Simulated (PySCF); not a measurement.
# Computed records: AlH₃NSi

Calculation on a computer-drawn molecule: the log of a Hartree-Fock and frozen-core CCSD(T) single point meant for a local Hartree-Fock minimum, with one planted fault or none, to be diagnosed. Offsets are logged minus clean, where the clean run is the same molecule without the fault. The reference is restricted for singlets and unrestricted otherwise, and also for a bond in bohr or an excited solution. Adding or removing an electron swaps singlet and doublet. The excited solution moves the top pair (singlet) or top alpha electron (doublet) to the lowest empty orbital. Highest occupied and lowest empty are orbital energies over both spins, largest force is the largest gradient component, triples share is (T) over the correlation energy, the T1 limit is 0.02 restricted and 0.045 unrestricted, electrons count all cores, a negative frequency is imaginary (commonest isotopes), and the dipole is about the centre of nuclear charge. Program: PySCF 2.14.0.

AlH₃NSi

Logged structure:
```xyz
6
AlH3NSi
Al    -0.0336     2.4625    -1.3220
N     -0.6309     1.0631    -1.9945
Si    -1.1976    -0.2773    -2.6349
H      0.5180     3.7567    -0.6991
H     -0.3255    -1.3849    -3.0273
H     -2.6263    -0.4868    -2.8716
```

- meant charge: 1
- meant multiplicity: 1
- meant basis: cc-pV(D+d)Z
- logged electrons: 36
- logged basis functions: 75
- logged SCF converged: yes
- logged spin squared: 0
- logged highest occupied: -9.4019 eV
- logged lowest empty: -9.9577 eV
- logged largest force: 0.12305 hartree/bohr
- logged CC converged: no
- logged dipole magnitude: 4.6507 debye
- logged SCF stable within its kind: no
- logged energy HF: -586.35239 hartree
- possible faults: no fault, one electron removed, one electron added, multiplicity raised by two, geometry at a saddle point, SCF held on an excited solution, minimal basis STO-3G, one bond length entered in bohr, all coordinates scaled
- planted fault: SCF held on an excited solution
- HF energy offset from clean run: 289.5 kcal/mol

Drawn bonds:
```tsv
atom	other atom	order
1	2	1
2	3	2
1	4	1
3	5	1
3	6	1
```

Notes: CCSD not converged.
